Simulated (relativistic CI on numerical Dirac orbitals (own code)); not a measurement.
## Hyperfine structure of W XXXVII, mass number 183

Method of calculation: Dirac-Coulomb-Breit CI, orbitals from a KLI potential per configuration, a model potential for QED, unscaled Slater integrals (own radial code, finite nucleus).

Configurations in the expansion (outside the closed core [Ar] 3d10): 4s²4p⁶4d², 4s²4p⁶4d4f, 4s²4p⁵4d³, 4s4p⁶4d³, 4s²4p⁵4d²4f, 4s4p⁶4d²4f, 4s²4p⁶4d5s, 4s²4p⁶4f5s, 4s²4p⁶4d5p, 4s²4p⁶4f², 4s²4p⁵4f³, 4s4p⁶4f³, 4s²4p⁶4f5p, 4s²4p⁵4f²5p, 4s4p⁶4f²5p. Double excitations out of closed p, d and f shells are left out; levels of such configurations are missing from the list, as are those of other unlisted configurations, and high levels can miss mixing partners.

Nuclear spin I = 1/2, μ = 0.11739 μN (tables of Stone and Pyykkö). The electronic factors are computed for point nuclear moments, without core polarisation or the Bohr-Weisskopf and QED corrections.

```
        Level   E (eV)  A (MHz)
4s²4p⁶4d² ³F2   0.0000     6369
4s²4p⁶4d² ³F3  17.3373     3626
4s²4p⁶4d² ¹G4  22.6097     3823
4s²4p⁶4d² ³P1  22.6736   -270.5
4s²4p⁶4d² ³F4  38.1209     2639
```

Levels with J = 0, under 50 % of one LS term, or S terms without an open s electron are left out. Small factors come from cancelling terms and can be off by tens of per cent or more.

At this charge energies of transitions that change n are usually good to better than 1 %, and those within a shell (Δn = 0) to a few per cent. Terms inside the open d or f shell come out 10 to 20 % too wide with unscaled integrals.

Question: Give the hyperfine levels of 4s²4p⁶4d² ³F2 relative to its centre of gravity.

Answer: With K = F(F + 1) − I(I + 1) − J(J + 1), E = AK/2: F = 3/2: -9554, F = 5/2: 6369 MHz.

LS names give the leading component of a level, which can be under half, so a name can repeat, a term be missing and a line seem to break the LS rules.
